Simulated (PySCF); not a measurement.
Excitations are Tamm–Dancoff values on a coarser integration grid. The basis has no diffuse functions, so Rydberg states are missing or too high.

**H3FSi, SMILES `F[SiH3]` (charge 0, multiplicity 1)**

These are r2SCAN-D4/def2-TZVP (PySCF) values and carry that method's errors.

```
Quantity                                                  Value
----------------------  ---------------------------------------
HOMO                                                   -8.69 eV
dipole moment                                            1.20 D
LUMO                                                   -0.52 eV
HOMO–LUMO gap                                           8.18 eV
S1 excitation (TDA)                                     8.18 eV
S1 oscillator strength                                    0.005
T1 excitation (TDA)                                     7.50 eV
S1–T1 gap (TDA)                                         0.69 eV
total energy                                       -391.1712 Ha
cost                    about 2.2 core-minutes (a rough figure)
```

Bonds (Å): F1–Si2 1.601, Si2–H3 1.480, Si2–H4 1.480, Si2–H5 1.480. Bond angles (°): F1–Si2–H3 108.4, F1–Si2–H4 108.4, F1–Si2–H5 108.4, H3–Si2–H4 110.5, H3–Si2–H5 110.5, H4–Si2–H5 110.5.
Charge 0, spin multiplicity 1.
